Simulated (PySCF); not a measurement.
**Relaxation of singlet [K2Cl]+**

These are results of PBE0/[Cl def2-TZVP, K def2-TZVP], no relativity, density fitting, PySCF, not measurements. A (50,194) grid was used.

A hand-made linear start, of D∞h symmetry, held to at least that symmetry:

Coordinates in bohr (charge 1 multiplicity 1):
```
Cl    0.0000    0.0000    0.0000
K     0.0000    0.0000    5.4632
K     0.0000    0.0000   -5.4632
```

Task: What does it relax to?

Result: It ends at D∞h with Cl–K 2.821 Å (×2); K–Cl–K 180.0°. A frequency run shows a minimum. Other isomers or separated fragments may lie lower.

Task: How much energy is released, and in how many steps?

Result: 1.4 kJ/mol in 4 steps.

The relaxation took roughly 15 core-seconds on a shared host.
